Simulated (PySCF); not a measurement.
Series: silicon hydride cages (EH)n. All species are isolated molecules in the gas phase. Each species was relaxed from one start; no search for lower structures was made at this level. Strings in code marks are SMILES.

The S1 excitation (TDA) from two functionals at the same geometries (B3LYP-D3(BJ)/def2-SVP), both in PySCF: PBE-D3(BJ)/def2-SVP and CAM-B3LYP-D3(BJ)/def2-SVP. Excitations are Tamm–Dancoff values on a coarser integration grid. The basis has no diffuse functions, so Rydberg states are missing or too high.

```
species                                                                                                PBE-D3(BJ)/def2-SVP (eV)
-----------------------------------------------------------------------------------------------------  ------------------------
[3]prismane cage Si6H6 `[SiH]12[SiH]3[SiH]1[SiH]1[SiH]2[SiH]31`                                                            3.18
[4]prismane cage Si8H8 `[SiH]12[SiH]3[SiH]4[SiH]1[SiH]1[SiH]2[SiH]3[SiH]41`                                                3.09
[5]prismane cage Si10H10 `[SiH]12[SiH]3[SiH]4[SiH]1[SiH]1[SiH]2[SiH]2[SiH]3[SiH]4[SiH]12`                                  3.38
[6]prismane cage Si12H12 `[SiH]12[SiH]3[SiH]4[SiH]1[SiH]1[SiH]4[SiH]4[SiH]5[SiH]3[SiH]2[SiH]5[SiH]14`                      3.00
```

What does CAM-B3LYP-D3(BJ)/def2-SVP give for each?


- [3]prismane cage Si6H6 `[SiH]12[SiH]3[SiH]1[SiH]1[SiH]2[SiH]31`: 3.83
- [4]prismane cage Si8H8 `[SiH]12[SiH]3[SiH]4[SiH]1[SiH]1[SiH]2[SiH]3[SiH]41`: 3.85
- [5]prismane cage Si10H10 `[SiH]12[SiH]3[SiH]4[SiH]1[SiH]1[SiH]2[SiH]2[SiH]3[SiH]4[SiH]12`: 4.23
- [6]prismane cage Si12H12 `[SiH]12[SiH]3[SiH]4[SiH]1[SiH]1[SiH]4[SiH]4[SiH]5[SiH]3[SiH]2[SiH]5[SiH]14`: 3.96
Over these rows, drawn at random from the members with no instability flagged (it was tested for open shells, ions and some series alone), PBE minus CAM-B3LYP-D3(BJ): mean -0.80 eV, from -0.96 eV to -0.65 eV.
